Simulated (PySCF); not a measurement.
dimethoxyethane (C₄H₁₀O₂), SMILES COCCOC. Coordinates come from a PBE-D3(BJ)/def2-SVP optimisation. One conformer was computed; it need not be the lowest.

### Question
Give the equilibrium geometry at PBE-D3(BJ)/def2-SVP (PySCF confirms it by a frequency run) as a Z-matrix, and its point group. (An estimate is asked for; the answer gives what the named calculation found.)

### Answer
Several could match; the one computed here: point group C2.
```
C
O 1 1.4082
C 2 1.4039 1 112.81
H 3 1.1076 2 107.85 1 -179.78
H 3 1.1185 4 108.46 2 121.80
H 3 1.1194 4 108.42 5 116.31
H 1 1.1195 2 111.18 3 -56.10
H 1 1.1211 7 107.01 2 -121.49
C 1 1.5143 7 108.84 8 -117.52
O 9 1.4082 1 109.74 7 -49.45
C 10 1.4039 9 112.81 1 -176.56
H 11 1.1076 10 107.85 9 -179.78
H 11 1.1185 12 108.46 10 121.80
H 11 1.1194 12 108.42 13 116.31
H 9 1.1195 10 111.18 11 -56.10
H 9 1.1211 15 107.01 10 -121.49
```
